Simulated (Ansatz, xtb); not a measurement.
Relative energy of two structures of CH5CuSi

We compare X, a singlet given by its coordinates, with Y, `C[SiH2][Cu]`, a singlet. Both are isolated molecules in the gas phase, relaxed with PBE0-D3(BJ)/def2-SVP.

X (Å):

```json
{"atom": "C", "x (Å)": "0.0672", "y (Å)": "1.8412", "z (Å)": "-0.4930"}
{"atom": "Cu", "x (Å)": "0.5558", "y (Å)": "0.0920", "z (Å)": "0.1454"}
{"atom": "Si", "x (Å)": "0.5770", "y (Å)": "-0.8799", "z (Å)": "2.1147"}
{"atom": "H", "x (Å)": "0.2402", "y (Å)": "1.8377", "z (Å)": "-1.5847"}
{"atom": "H", "x (Å)": "-0.9939", "y (Å)": "2.0552", "z (Å)": "-0.2951"}
{"atom": "H", "x (Å)": "0.6891", "y (Å)": "2.6222", "z (Å)": "-0.0302"}
{"atom": "H", "x (Å)": "-0.6852", "y (Å)": "-1.1455", "z (Å)": "2.9042"}
{"atom": "H", "x (Å)": "1.4768", "y (Å)": "-0.4190", "z (Å)": "3.2395"}
```

Close contacts (Å): C1–Cu2 1.93, Cu2–Si3 2.20, C1–H4 1.11, C1–H5 1.10, C1–H6 1.10, Si3–H7 1.51, Si3–H8 1.51.

Y (Å):

```xyz
8

C     0.9191   -0.7236    1.4485
Cu   -0.1969    2.5717    1.4078
Si   -0.3104    0.4704    0.6363
H     0.8109   -1.7351    1.0256
H     0.7496   -0.7860    2.5341
H     1.9560   -0.3931    1.2855
H    -0.0706    0.4373   -0.8489
H    -1.6929   -0.0914    0.8297
```

Question: Estimate which is lower in electronic energy at CCSD(T)/def2-TZVP, and by roughly how much.

Answer: The CCSD(T)/def2-TZVP calculation puts structure Y lower, by 1.673 eV.

How the difference moves with the method:

```csv
level,geometry,E(Y) − E(X) (eV),departure from the last row (eV),"job, with rough time for the two"
PBE0-D3(BJ)/def2-SVP,PBE0-D3(BJ)/def2-SVP,−1.663,+0.011,"optimisation, 74 s"
HF/def2-TZVP,PBE0-D3(BJ)/def2-SVP,−2.533,−0.860,part of the CCSD(T) run
MP2/def2-TZVP,PBE0-D3(BJ)/def2-SVP,−1.468,+0.206,part of the CCSD(T) run
CCSD(T)/def2-TZVP,PBE0-D3(BJ)/def2-SVP,−1.673,,"single point, 1.7 min"
```

None of the levels shown reverses the order. The largest departure from CCSD(T)/def2-TZVP is that of HF/def2-TZVP, 0.860 eV. Levels run at GFN2-xTB geometries aren't shown.

With harmonic frequencies from PBE0-D3(BJ)/def2-SVP (ideal gas, rigid rotor, one conformer each, 298.15 K, 1 atm): on the last row, ΔE + ΔZPE = −1.570 eV. A mode under 50 cm⁻¹ makes harmonic enthalpies and free energies unreliable, so none is given.

The T1 diagnostic of structures X and Y is large, so the coupled-cluster value is less sure. The correlated steps freeze 11 core orbitals; the last core shell of Cu is correlated, in a basis made for valence electrons. Run with Ansatz 0.2.0; the last row on 2 threads of Arm Neoverse V1 on a shared host.
